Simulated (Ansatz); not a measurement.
Reaction (cleavage of the Si–B bond): `B[Si](C)(N)O` + `O[SiH3]` → `C[Si](N)(O)O[SiH3]` + BH₃

Gas-phase electronic energies from Ansatz, PBE0-D4/def2-TZVP geometries. CCSD(T)/CBS adds triple-zeta CCSD(T) − MP2 to the extrapolated MP2 energy (def2 sets, frozen cores). This one scheme is used for every species. One conformer a species, not always the lowest.

```json
{"species": "`B[Si](C)(N)O`", "CCSD(T)/CBS(def2) energy (Eh)": "-486.68127"}
{"species": "`O[SiH3]`", "CCSD(T)/CBS(def2) energy (Eh)": "-366.69042"}
{"species": "`C[Si](N)(O)O[SiH3]`", "CCSD(T)/CBS(def2) energy (Eh)": "-826.88317"}
{"species": "BH₃", "CCSD(T)/CBS(def2) energy (Eh)": "-26.55200"}
```

Q: Work out ΔE.

A: ΔE = (-826.88317) + (-26.55200) − (-486.68127) − (-366.69042) = -0.06348 Eh = -39.8 kcal/mol.

Largest T1 diagnostic among the species: 0.011.

In def2-TZVPP, CCSD(T) changes the Hartree–Fock value by +5.0 kcal/mol (the triples alone add +0.6 kcal/mol) and MP2 by +3.6 kcal/mol. The D4 term adds −1.8 kcal/mol with B3LYP and −1.1 kcal/mol with PBE0; it sums over pairs of atoms, weighted by their polarisabilities, and B3LYP, whose exchange is more repulsive, gets the larger term.

B3LYP here is the variant with VWN-RPA as its local correlation; programs differ in this.
